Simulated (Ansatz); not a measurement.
Basis-set extrapolation for `[CH3][AlH][SiH2]S` (PBE0-D4/def2-TZVP geometry, frozen core, Ansatz 0.2.0). Multiplicity 1, RHF reference.

|  | def2-TZVPP | def2-QZVPP |
| --- | --- | --- |
| HF | -970.394025 | -970.423225 |
| MP2 correlation | -0.561089 | -0.603592 |
| CCSD(T) correlation | -0.650632 | not run |

Energies in hartree. Use E(X) = E(∞) + A·exp(−7.88·√X) for Hartree–Fock and E(X) = E(∞) + B·X^(−2.97) for correlation, with X = 3 and 4, and add CCSD(T) minus MP2 of the smaller set to the MP2 limit.

Problem. What is the CCSD(T) energy at the basis-set limit?

Solution. HF limit: -970.423225 + (-0.029200) × 0.13774 = -970.42725. MP2 limit: -0.603592 + (-0.042503) × 0.74074 = -0.63508. Higher-order term: -0.650632 − (-0.561089) = -0.08954. Total: -971.15187 hartree, 281.5 kJ/mol below CCSD(T)/def2-TZVPP.
